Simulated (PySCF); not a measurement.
# P²⁺: excitation energy

P²⁺ [Ne] 3s2 3p1 (2P) → P²⁺ [Ne] 3s1 3p1 3d1 (high-spin determinant), as a difference of total energies. Computed with PySCF 2.14 in aug-cc-pVDZ-DK, with the spin-free X2C one-electron Hamiltonian (Gaussian nucleus). Correlated levels: valence: [Ne] frozen. The calculations carry no spin-orbit coupling.

```tsv
method	excitation energy (cm⁻¹)
UHF	167310
LDA	170250
PBE	168160
PBE0	169910
r2SCAN	166540
LC-wPBE	172320
TPSS	168210
MP2 (valence)	174460
SCS-MP2 (valence)	176580
```

A first-order spin-orbit estimate (lowest level to lowest level, LS coupling) adds 0.010 eV.

The promoted electron is Rydberg-like, and one or two diffuse shells describe it only roughly, which tends to raise the upper state.

The determinant of the upper state mixes LS terms, which raises its energy above the lowest term, most at the Hartree-Fock and MP2 levels.
